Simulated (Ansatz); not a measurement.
The cluster H3Au3⁺ (the lowest doublet isomer of a short search) was relaxed with PBE0-D4 (def2-TZVP) in Ansatz in these states: charge +1 doublet, charge +1 quartet. The geometries follow in no particular order.

In the def2 sets Au takes a core potential; there is no spin–orbit coupling.

A:

```xyz
6

Au   -1.385   -1.441   -1.193
Au    0.603   -0.036    0.049
Au    1.971    2.008    2.494
H     1.231    0.975    1.275
H    -2.709   -0.564   -1.205
H     0.289   -0.943   -1.420
```

B:

Cartesian coordinates in Å:
```
Au -0.382 -1.588 -1.381
Au 0.356 0.292 0.501
Au -0.306 2.169 2.295
H 0.664 0.852 2.172
H -1.226 -1.237 -2.676
H 0.893 -0.487 -0.912
```

Problem. Judge from the bond lengths which geometry belongs to which state (an estimate).

Solution. A is the charge +1 quartet (Au2–Au3 3.468 Å, Au3–H4 1.761 Å, Au2–H4 1.709 Å); B is the charge +1 doublet (Au2–Au3 2.680 Å, Au3–H4 1.641 Å, Au2–H4 1.790 Å).
